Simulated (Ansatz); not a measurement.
```yaml
crystal:
  periodic: [false, false, false]
  atoms:
    - {symbol: C, position_ang: [-0.467698, -1.111356, -0.559754]}
    - {symbol: C, position_ang: [0.381428, -0.197732, 0.244671]}
    - {symbol: C, position_ang: [1.551568, -0.752077, 0.968506]}
    - {symbol: O, position_ang: [0.163193, 1.010911, 0.334291]}
    - {symbol: B, position_ang: [-1.091335, 1.817253, -0.404494]}
    - {symbol: F, position_ang: [-0.860428, 3.095832, -0.049606]}
    - {symbol: F, position_ang: [-0.922665, 1.542465, -1.731122]}
    - {symbol: F, position_ang: [-2.209611, 1.255243, 0.140864]}
    - {symbol: H, position_ang: [-1.519974, -0.929029, -0.335483]}
    - {symbol: H, position_ang: [-0.334345, -0.855232, -1.615177]}
    - {symbol: H, position_ang: [-0.203737, -2.153859, -0.395251]}
    - {symbol: H, position_ang: [1.197906, -1.484473, 1.701113]}
    - {symbol: H, position_ang: [2.116883, 0.033421, 1.464205]}
    - {symbol: H, position_ang: [2.185914, -1.300466, 0.266038]}
basis:
  gaussian: {orbitals: ANO-RCC-VTZP, fitting: {mean_field: cc-pVTZ-jkfit}}
magnetization: {spin_polarized: true, initial_magnetization: 2}
hamiltonian: {xc: {name: rPW86-PBE}}
accuracy: high
kpoints: {mp_grid: {grid: [2, 2, 2]}}
output: {forces: true}
```

```sh
$ ansatz run in.yaml --threads 4 --pin off --events-out ev --progress --plain --max-ram 11315MiB
```

(1) How does Ansatz answer? (An estimate is asked.)

Answers

(1) Ansatz gave: The input was rejected before any iteration.
```
Error: invalid value for `basis.gaussian`: such a run doesn't read kpoints; remove what it names
```
